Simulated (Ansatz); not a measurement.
Geometry optimisation, DFT PBE, scalar-relativistic, plane waves, PAW in Ansatz.

input.yaml

```yaml
crystal:
  lattice:
    - [8.598418, 0.0, 0.0]
    - [6.448814, 11.169673, 0.0]
    - [0.0, 0.0, 20.020579]
  atoms:
    - { symbol: Sr, position: [0.1666667, 0.1111111, 0.0499486] }
    - { symbol: Sr, position: [0.6666667, 0.1111111, 0.0499486] }
    - { symbol: Sr, position: [0.1666667, 0.4444444, 0.0499486] }
    - { symbol: Sr, position: [0.6666667, 0.4444444, 0.0499486] }
    - { symbol: Sr, position: [0.1666667, 0.7777778, 0.0499486] }
    - { symbol: Sr, position: [0.6666667, 0.7777778, 0.0499486] }
    - { symbol: Sr, position: [-0.1666667, 0.2222222, 0.2252827] }
    - { symbol: Sr, position: [0.3333333, 0.2222222, 0.2252827] }
    - { symbol: Sr, position: [-0.1666667, 0.5555556, 0.2252827] }
    - { symbol: Sr, position: [0.3333333, 0.5555556, 0.2252827] }
    - { symbol: Sr, position: [-0.1666667, 0.8888889, 0.2252827] }
    - { symbol: Sr, position: [0.3333333, 0.8888889, 0.2252827] }
    - { symbol: Sr, position: [0.0, 0.0, 0.4006167] }
    - { symbol: Sr, position: [0.5, 0.0, 0.4006167] }
    - { symbol: Sr, position: [0.0, 0.3333333, 0.4006167] }
    - { symbol: Sr, position: [0.5, 0.3333333, 0.4006167] }
    - { symbol: Sr, position: [0.0, 0.6666667, 0.4006167] }
    - { symbol: Sr, position: [0.5, 0.6666667, 0.4006167] }
    - { symbol: Ga, position: [-0.0155649, 0.16183, 0.5274862] }
basis:
  ecutwfc: 420.0
kpoints:
  mp_grid: { grid: [2, 2, 1] }
hamiltonian:
  xc: pbe
scf:
  occupations: { method: fermi_dirac, width: 0.05 }
  lower_state_search: "off"
relax:
  f_tol: 0.03
  max_steps: 60
  adjacent_minimum: "off"
  constraints: [{ sites: [0, 1, 2, 3, 4, 5] }]
```

Command:

```bash
$ ansatz run input.yaml --threads 4 --pin off --max-ram 10240MiB --backend cpu --events-out ev --progress --plain --runs-dir out
```

Q: Where does it end, and by what steps?

A: It converged. The force dipped under the threshold on the way, but the program's further checks kept it going. Limits of this set-up: coarse k mesh, thin slab, slab without dipole correction. After 8 steps the energy has fallen by 0.420 eV; Ga19 moved furthest, 1.14 Å. Joined: Sr14–Ga19 (4.61 → 3.47 Å), Sr16–Ga19 (4.41 → 3.56 Å).

```
step  energy less start (eV)  largest force component (eV/Å)  accepted
   0                  0.0000                           0.442       yes
   1                 -0.1248                           0.411       yes
   2                 -0.2336                           0.195       yes
   3                 -0.3237                           0.156       yes
   4                 -0.3769                           0.082       yes
   5                 -0.4090                           0.083       yes
   6                 -0.4164                           0.049       yes
   7                 -0.4182                           0.027       yes
   8                 -0.4201                           0.008       yes
```

```xyz
19
Lattice="8.5984 0.0000 0.0000 6.4488 11.1697 0.0000 0.0000 0.0000 20.0206" Properties=species:S:1:pos:R:3
Sr 2.150 1.241 1.000
Sr 6.449 1.241 1.000
Sr 4.299 4.964 1.000
Sr 8.598 4.964 1.000
Sr 6.449 8.688 1.000
Sr 10.748 8.688 1.000
Sr 0.069 2.453 4.395
Sr 4.417 2.434 4.422
Sr 2.111 6.222 4.325
Sr 6.425 6.149 4.479
Sr 4.176 9.892 4.340
Sr 8.556 9.911 4.379
Sr -0.305 -0.185 7.574
Sr 3.829 0.190 8.087
Sr 2.334 3.903 7.601
Sr 6.833 3.513 8.116
Sr 4.244 7.445 7.755
Sr 8.558 7.449 7.815
Ga 1.069 1.814 9.428
```

The run took 68 s on 4 threads of Intel(R) Xeon(R) Platinum 8559C (Emerald Rapids) (shared host), peak memory 4 GiB.
